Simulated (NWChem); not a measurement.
System: BiBrCl₂; SMILES [Cl][Bi]([Cl])[Br]

NWChem input:

```
start job
memory heap 200 mb stack 900 mb global 1100 mb
geometry units angstroms noautosym nocenter noautoz
  Bi    -0.407788    -0.407947     0.000000
  Cl     1.017335    -1.127138     1.871490
  Cl     1.017335    -1.127138    -1.871490
  Br     0.144714     2.138440     0.000000
end
basis spherical
  * library def2-svpd
end
ecp
  Bi library def2-ecp
end
dft
  xc xcamb88 1.00 lyp 0.81 vwn_5 0.19 hfexch 1.00
  cam 0.33 cam_alpha 0.19 cam_beta 0.46
  iterations 150
end
property
  response 1 0.0
end
task dft property
```

NWChem printed, in part:

```
             Northwest Computational Chemistry Package (NWChem) 7.3.0
             --------------------------------------------------------

                             Geometry "geometry" -> ""
                             -------------------------

 Output coordinates in angstroms (scale by  1.889725989 to convert to a.u.)

  No.       Tag          Charge          X              Y              Z
 ---- ---------------- ---------- -------------- -------------- --------------
    1 Bi                  83.0000    -0.40778800    -0.40794700     0.00000000
    2 Cl                  17.0000     1.01733500    -1.12713800     1.87149000
    3 Cl                  17.0000     1.01733500    -1.12713800    -1.87149000
    4 Br                  35.0000     0.14471400     2.13844000     0.00000000

 Effective nuclear repulsion energy (a.u.)    1400.9121554875

                                 NWChem DFT Module
                                 -----------------

 Summary of "ao basis" -> "ao basis" (spherical)
 ------------------------------------------------------------------------------
       Tag                 Description            Shells   Functions and Types
 ---------------- ------------------------------  ------  ---------------------
 Bi                        def2-svpd                12       32   5s4p3d
 Cl                        def2-svpd                11       27   5s4p2d
 Br                        def2-svpd                15       41   6s5p4d

            General Information
            -------------------
          SCF calculation type: DFT
          Wavefunction type:  closed shell.
          No. of atoms     :     4
          No. of electrons :    92
           Alpha electrons :    46
            Beta electrons :    46
          Charge           :     0
          Spin multiplicity:     1
          Use of symmetry is: off; symmetry adaption is: off
          Maximum number of iterations: 150
          AO basis - number of functions:   127
                     number of shells:    49
          Convergence on energy requested:  1.00D-06
          Convergence on density requested:  1.00D-05
          Convergence on gradient requested:  5.00D-04

              XC Information
              --------------
                     Hartree-Fock (Exact) Exchange  1.000
                   CAM-Becke88 Exchange Functional  1.000
                      VWN V Correlation Functional  0.190 local
              Lee-Yang-Parr Correlation Functional  0.810

           Range-Separation Parameters
           ---------------------------
           Alpha           :  0.19
           Beta            :  0.46
           Gamma           :  0.33
           Short-Range HF  :     F

             Grid Information
             ----------------
          Grid used for XC integration:  medium
          Radial quadrature: Mura-Knowles
          Angular quadrature: Lebedev.
          Tag              B.-S. Rad. Rad. Pts. Rad. Cut. Ang. Pts.
          ---              ---------- --------- --------- ---------
          Bi                  1.60      123          12.0       590
          Cl                  1.00       88          14.0       590
          Br                  1.15      112          13.0       590
          Grid pruning is: on
          Number of quadrature shells:   411
          Spatial weights used:  Erf1

      Superposition of Atomic Density Guess
      -------------------------------------

 Sum of atomic energies:       -3736.16598432

      Non-variational initial energy
      ------------------------------

 Total energy =   -3704.525451
 1-e energy   =   -6293.711304
 2-e energy   =    2053.624454
 HOMO         =      -0.334021
 LUMO         =      -0.028339

   convergence    iter        energy       DeltaE   RMS-Dens  Diis-err
 ---------------- ----- ----------------- --------- --------- ---------
 d= 0,ls=0.0,diis     1  -3708.7392556662 -4.24D+03  1.61D-02  8.34D-01
 d= 0,ls=0.0,diis     2  -3708.7195867353  1.97D-02  7.59D-03  9.08D-01
 d= 0,ls=0.0,diis     3  -3708.8511853379 -1.32D-01  1.00D-03  1.16D-02
 d= 0,ls=0.0,diis     4  -3708.8529506504 -1.77D-03  1.99D-04  4.51D-04
 d= 0,ls=0.0,diis     5  -3708.8530117399 -6.11D-05  5.56D-05  2.33D-05
  Resetting Diis
 d= 0,ls=0.0,diis     6  -3708.8530169128 -5.17D-06  2.15D-05  2.23D-06
 d= 0,ls=0.0,diis     7  -3708.8530176228 -7.10D-07  7.74D-06  1.24D-07

         Total DFT energy =    -3708.853017622820
      One electron energy =    -6293.723742166120
           Coulomb energy =     2214.424842809108
    Exchange-Corr. energy =     -165.115517266633
 Nuclear repulsion energy =      535.561399000825

 Numeric. integr. density =       92.000000735021

                       DFT Final Molecular Orbital Analysis
                       ------------------------------------

 Vector   44  Occ=2.000000D+00  E=-3.734107D-01
              MO Center=  3.8D-01,  6.7D-01,  1.7D-07, r^2= 5.6D+00
   Bfn.  Coefficient  Atom+Function         Bfn.  Coefficient  Atom+Function
  ----- ------------  ---------------      ----- ------------  ---------------
   103      0.332312  4 Br py               100      0.298964  4 Br py
   102     -0.285520  4 Br px                99     -0.272608  4 Br px
    45      0.207803  2 Cl py                72      0.207803  3 Cl py
    97     -0.198193  4 Br py                44      0.191454  2 Cl px
    71      0.191454  3 Cl px                96      0.178967  4 Br px

 Vector   45  Occ=2.000000D+00  E=-3.687334D-01
              MO Center=  2.6D-01,  1.6D+00,  4.9D-07, r^2= 3.6D+00
   Bfn.  Coefficient  Atom+Function         Bfn.  Coefficient  Atom+Function
  ----- ------------  ---------------      ----- ------------  ---------------
   104      0.529524  4 Br pz               101      0.502254  4 Br pz
    98     -0.329689  4 Br pz                45     -0.181000  2 Cl py
    72      0.181000  3 Cl py                42     -0.138215  2 Cl py
    69      0.138215  3 Cl py                95      0.107069  4 Br pz
    39     -0.079535  2 Cl py                66      0.079535  3 Cl py

 Vector   46  Occ=2.000000D+00  E=-3.625691D-01
              MO Center=  2.5D-01,  8.0D-01, -2.1D-07, r^2= 5.3D+00
   Bfn.  Coefficient  Atom+Function         Bfn.  Coefficient  Atom+Function
  ----- ------------  ---------------      ----- ------------  ---------------
   102      0.433453  4 Br px                99      0.405848  4 Br px
     3      0.284242  1 Bi s                 96     -0.266563  4 Br px
     4      0.229341  1 Bi s                 44      0.229886  2 Cl px
    71      0.229886  3 Cl px                 1     -0.188200  1 Bi s
    12     -0.186388  1 Bi px                41      0.169359  2 Cl px

 Vector   47  Occ=0.000000D+00  E=-7.349854D-02
              MO Center= -3.1D-01, -2.0D-01, -3.0D-08, r^2= 5.7D+00
   Bfn.  Coefficient  Atom+Function         Bfn.  Coefficient  Atom+Function
  ----- ------------  ---------------      ----- ------------  ---------------
     5      0.586007  1 Bi s                  4     -0.464927  1 Bi s
    12     -0.455969  1 Bi px                 3     -0.436672  1 Bi s
    15     -0.380040  1 Bi px               103     -0.298422  4 Br py
     1      0.247850  1 Bi s                 13     -0.228270  1 Bi py
   100     -0.223450  4 Br py                 6      0.205122  1 Bi px

 Vector   48  Occ=0.000000D+00  E=-5.539642D-02
              MO Center= -3.3D-01, -2.7D-01, -1.5D-06, r^2= 5.4D+00
   Bfn.  Coefficient  Atom+Function         Bfn.  Coefficient  Atom+Function
  ----- ------------  ---------------      ----- ------------  ---------------
    13      0.520225  1 Bi py                16      0.414020  1 Bi py
    12     -0.232278  1 Bi px                 7     -0.231072  1 Bi py
    15     -0.203122  1 Bi px               103      0.198952  4 Br py
    46     -0.179758  2 Cl pz                73      0.179759  3 Cl pz
   100      0.172820  4 Br py                28     -0.167355  1 Bi d -2

 Vector   49  Occ=0.000000D+00  E=-5.403943D-02
              MO Center= -3.4D-01, -4.2D-01,  1.3D-06, r^2= 5.1D+00
   Bfn.  Coefficient  Atom+Function         Bfn.  Coefficient  Atom+Function
  ----- ------------  ---------------      ----- ------------  ---------------
    14      0.566858  1 Bi pz                17      0.479655  1 Bi pz
     8     -0.253803  1 Bi pz                31      0.248162  1 Bi d  1
    44      0.222278  2 Cl px                71     -0.222277  3 Cl px
    41      0.144772  2 Cl px                68     -0.144771  3 Cl px
    36     -0.139597  2 Cl s                 63      0.139595  3 Cl s

     Multipole analysis of the density
     ---------------------------------

     L   x y z        total         alpha         beta         nuclear
     -   - - -        -----         -----         ----         -------
     0   0 0 0      0.000000    -46.000000    -46.000000     92.000000

     1   1 0 0     -1.500360    -29.356149    -29.356149     57.211938
     1   0 1 0     -0.305179    -25.796102    -25.796102     51.287025
     1   0 0 1     -0.000000     -0.000000     -0.000000      0.000000

[...]

 DFT Linear Response polarizability / au
 Frequency  =       0.0000000 / au
              X              Y              Z
 -----------------------------------------------
 X      80.0605597     -6.1702335      0.0000005
 Y      -6.1702362    112.5364994     -0.0000011
 Z       0.0000005     -0.0000011    102.8656774
 -----------------------------------------------
 Eigenvalues =      78.9277655    113.6692937    102.8656774
 Isotropic   =      98.4875789
 Anisotropic =      30.7954180
 -----------------------------------------------

 Magnetic Dipole Response Matrix (nonzero elements):

 Exiting AOResponse driver routine
```

Level: CAM-B3LYP/def2-SVPD with def2 effective core potentials on Bi. All runs use the structure optimised with PBE0/def2-SVP. Not confirmed as a minimum by frequencies. def2 effective core potentials on Bi; no spin-orbit coupling.
